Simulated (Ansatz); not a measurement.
This geometry of AlF3H2O (7 atoms, charge 0, multiplicity 1) is a first-order saddle point.

Level of theory: RKS r2SCAN-D4/def2-SVP (Ansatz).

```xyz
7
Properties=species:S:1:pos:R:3
O -0.761 0.637 0.343
Al 0.617 -0.568 -0.279
F 1.096 -1.319 1.125
F -0.206 -1.521 -1.366
F 1.561 0.671 -0.873
H -1.593 0.442 0.793
H -0.653 1.589 0.211
```

Problem. Which two structures does it join? (They come from a converged band through this point; their orientation in space is the band's.)

Solution. No bond is made or broken. The height of O1 over the plane of its neighbours goes from 0.40 to -0.40 Å. The two ends are copies of one structure, up to a mirror image or an exchange of like atoms. The height can change sign by an inversion or by a turn that exchanges like atoms.

Image 0:

```xyz
7
Properties=species:S:1:pos:R:3
O -0.920 0.591 0.267
Al 0.519 -0.557 -0.378
F 0.807 -1.266 1.104
F -0.125 -1.507 -1.575
F 1.506 0.707 -0.837
H -1.058 0.441 1.218
H -0.669 1.523 0.155
```

Image 8:

```xyz
7
Properties=species:S:1:pos:R:3
O -0.852 0.603 0.419
Al 0.659 -0.530 -0.065
F 1.181 -1.258 1.330
F -0.207 -1.458 -1.148
F 1.577 0.721 -0.677
H -1.638 0.330 -0.083
H -0.659 1.524 0.177
```

Problem. How far does it lie above each of them?

Solution. 1.1 kcal/mol above the first and 1.1 kcal/mol above the second. This is the barrier of this one path; another mechanism may lie lower.

Run time: 45 s on 2 threads of AMD EPYC 9R14 (Zen 4), with other jobs on the host, peak memory 0.2 GiB.
